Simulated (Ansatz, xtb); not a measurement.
Isomers of C5H9FSi in order of energy

5 gas-phase structures of C5H9FSi, from a drawn sample of its isomers (lower ones may exist). Each was relaxed with GFN2-xTB; where two conformers were screened, the lower at r2SCAN-D4/def2-SVP is listed:

A. `F[C@@H]1C=C([SiH3])CC1`, a singlet
B. `F[SiH2]C=C1CCC1`, a singlet
C. `FC1=CC[C@H]([SiH3])C1`, a singlet
D. `F[C@@H]1C=C[C@@H]([SiH3])C1`, a singlet
E. `CC#C[Si@H](F)CC`, a singlet

**Question.** Make a reasoned guess at their ranking by r2SCAN-D4/def2-SVP single-point energy.

**Answer.** Calculated order at r2SCAN-D4/def2-SVP: E (0.0), B (7.6), A (28.5), C (30.4), D (31.0) kcal/mol. Less than 1 kcal/mol parts C and D, so the order within that pair means little.

Energies above the lowest of each column, in kcal/mol; the last columns are at B3LYP/def2-SVP geometries and were run for some of them only (a dash: not run or not comparable):

```tsv
structure	GFN2-xTB	HF/STO-3G	r2SCAN-D4/def2-SVP	B3LYP/def2-SVP	CCSD(T)/def2-SVP + ΔMP2/def2-TZVPP
E	18.7	6.3	0.0	0.0	0.0
B	0.0	9.3	7.6	9.0	11.8
A	26.1	0.2	28.5	31.8	37.6
C	27.6	0.0	30.4	–	–
D	28.1	5.9	31.0	–	–
```

CCSD(T)/def2-SVP + ΔMP2/def2-TZVPP puts E lowest of those it was run on; GFN2-xTB picks B, HF/STO-3G picks C. Flexible structures stand in one conformer each, not always the lowest. Frequencies (GFN2-xTB) were run for A, B, E alone. The ΔMP2 step shifts differences by up to 7.3 kcal/mol, which makes them less sure. ΔMP2 is the change of the MP2 energy from the smaller to the larger basis.

Over these structures GFN2-xTB departs from r2SCAN-D4/def2-SVP by 7.3 kcal/mol on average once a common shift is removed. A GFN2-xTB relaxation took about 0.066 s and the r2SCAN-D4/def2-SVP energy about 1.9 s on a shared host (Ansatz 0.2.0, xtb 6.7.1).
